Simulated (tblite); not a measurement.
Compound: C7H10O (charge -1 and doublet state).
Bonds: O1–C2, C2–C3, C3–C4 (double), C4–C5, C5–C6, C6–C7, C7–C8, C3–C8. Hydrogens: H9 on C2; H10 on C4; H11, H12 on C5; H13, H14 on C6; H15, H16 on C7; H17, H18 on C8.
Bond orders are those of one Lewis drawing.

Computed with GFN2-xTB (tblite), gas phase: L-BFGS steps from a force-field or distance-geometry start until the largest atomic force falls under 0.01 eV/Å.

Step 17: E = -661.1854 eV
```
atom  x, y, z in Å  |  force x, y, z in eV/Å
O1      3.3621   -0.0618   -0.7045    0.078  -0.037  -0.030
C2      2.4223    0.7373   -0.4066    0.061  -0.033   0.006
C3      1.0843    0.4046   -0.1685   -0.027   0.015  -0.006
C4      0.1217    1.3455    0.1653   -0.039   0.032  -0.021
C5     -1.3121    1.0267    0.4411   -0.029  -0.057  -0.023
C6     -1.6796   -0.3570   -0.0918    0.008  -0.051  -0.007
C7     -0.6273   -1.3793    0.3261    0.012  -0.009   0.012
C8      0.7143   -1.0512   -0.3191   -0.021   0.004   0.007
H9      2.6647    1.8223   -0.3120   -0.004   0.061   0.017
H10     0.4173    2.3813    0.2737   -0.003   0.023   0.022
H11    -1.5409    1.0552    1.5282    0.048   0.002  -0.067
H12    -1.9699    1.7812   -0.0255    0.009  -0.027   0.061
H13    -2.6669   -0.6616    0.2807   -0.013   0.030  -0.031
H14    -1.7253   -0.3214   -1.1841    0.003  -0.012   0.010
H15    -0.9497   -2.3893    0.0383    0.009   0.026   0.029
H16    -0.5248   -1.3566    1.4146   -0.010   0.005   0.015
H17     0.6825   -1.3167   -1.3850   -0.044   0.051  -0.007
H18     1.5185   -1.6527    0.1174   -0.038  -0.023   0.013
```

Step 18: E = -661.1867 eV
```
atom  x, y, z in Å  |  force x, y, z in eV/Å
O1      3.3636   -0.0641   -0.6992    0.069  -0.038  -0.024
C2      2.4235    0.7356   -0.4042    0.049   0.002  -0.010
C3      1.0837    0.4052   -0.1694    0.011   0.032  -0.001
C4      0.1223    1.3485    0.1625   -0.063   0.004  -0.019
C5     -1.3106    1.0257    0.4409   -0.062  -0.065  -0.017
C6     -1.6806   -0.3576   -0.0930    0.027  -0.061  -0.007
C7     -0.6284   -1.3787    0.3281    0.030  -0.011   0.005
C8      0.7116   -1.0506   -0.3207   -0.005   0.018   0.008
H9      2.6667    1.8229   -0.3157   -0.018   0.019   0.026
H10     0.4161    2.3850    0.2752   -0.001  -0.008   0.013
H11    -1.5376    1.0513    1.5281    0.054   0.002  -0.049
H12    -1.9721    1.7791   -0.0206    0.006  -0.006   0.042
H13    -2.6702   -0.6639    0.2750    0.019   0.057  -0.033
H14    -1.7204   -0.3216   -1.1858   -0.006  -0.015   0.021
H15    -0.9481   -2.3907    0.0443   -0.001   0.029   0.027
H16    -0.5218   -1.3525    1.4164   -0.023   0.008   0.005
H17     0.6776   -1.3138   -1.3875   -0.048   0.047   0.009
H18     1.5160   -1.6536    0.1139   -0.038  -0.015   0.005
```

Question: Estimate the geometry and energy of step 19. (The exact step hangs on the optimiser's Hessian estimate; all steps are aligned on step 18, rigid shifts and turns removed.)

Answer: E = -661.1879 eV, largest force 0.079 eV/Å
```
atom  x, y, z in Å  |  force x, y, z in eV/Å
O1      3.3663   -0.0665   -0.6948    0.034  -0.018  -0.010
C2      2.4256    0.7338   -0.4021    0.028   0.030  -0.023
C3      1.0833    0.4065   -0.1702    0.052   0.032   0.001
C4      0.1220    1.3514    0.1593   -0.057  -0.024  -0.023
C5     -1.3101    1.0236    0.4403   -0.055  -0.048  -0.012
C6     -1.6811   -0.3592   -0.0943    0.032  -0.045  -0.008
C7     -0.6290   -1.3784    0.3303    0.035  -0.006   0.001
C8      0.7089   -1.0496   -0.3220    0.013   0.032   0.008
H9      2.6683    1.8237   -0.3187   -0.022  -0.028   0.030
H10     0.4148    2.3886    0.2770   -0.009  -0.042   0.005
H11    -1.5334    1.0476    1.5272    0.049  -0.006  -0.016
H12    -1.9741    1.7770   -0.0153   -0.008   0.012   0.016
H13    -2.6732   -0.6650    0.2688    0.037   0.065  -0.026
H14    -1.7159   -0.3222   -1.1871   -0.011  -0.020   0.017
H15    -0.9465   -2.3916    0.0505   -0.008   0.018   0.022
H16    -0.5193   -1.3485    1.4183   -0.031   0.011   0.001
H17     0.6720   -1.3101   -1.3897   -0.048   0.042   0.021
H18     1.5126   -1.6548    0.1107   -0.030  -0.006  -0.004
```

The energy changes by -0.0012 eV. The first-order estimate −F·Δx gives -0.0017 eV and the mean of the old and new forces, exact on a quadratic surface, -0.0012 eV. The step makes an angle of 68° with the force vector and moves no atom by more than 0.007 Å.

What follows is the cost of the whole relaxation. Hardware: AMD EPYC, one thread (shared host). Cost: 1.0 s wall.
